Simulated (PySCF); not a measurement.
Computed shifts of a molecule C2H7ClGe, HF/pcSseg-1 in PySCF, GIAO, gas phase, equivalent atoms averaged, in ppm (number of nuclei): ¹³C: 10.7 (1), 9.6 (1). ¹H: 5.12 (1), 4.98 (1), 1.59 (3), 1.17 (1), 0.82 (1). References: ⁷³Ge against GeH4 (σ = 1776.1 ppm); ³⁵Cl against HCl (σ = 958.2 ppm); ¹³C against TMS (σ = 192.6 ppm); ¹H against TMS (σ = 31.99 ppm), references at their B3LYP-D3(BJ)/def2-TZVP geometries, non-relativistic (without spin–orbit terms, shifts of atoms bonded to Cl or Br come out too high). Geometry: PBE0-D3(BJ)/def2-SVP. One conformer was computed; it need not be the lowest.

Which molecule gave these data?
(A) [CH3][GeH]([CH3])[Cl]
(B) C[CH2][GeH2][Cl]
(C) ClC[CH2][GeH3]

B, C[CH2][GeH2][Cl]
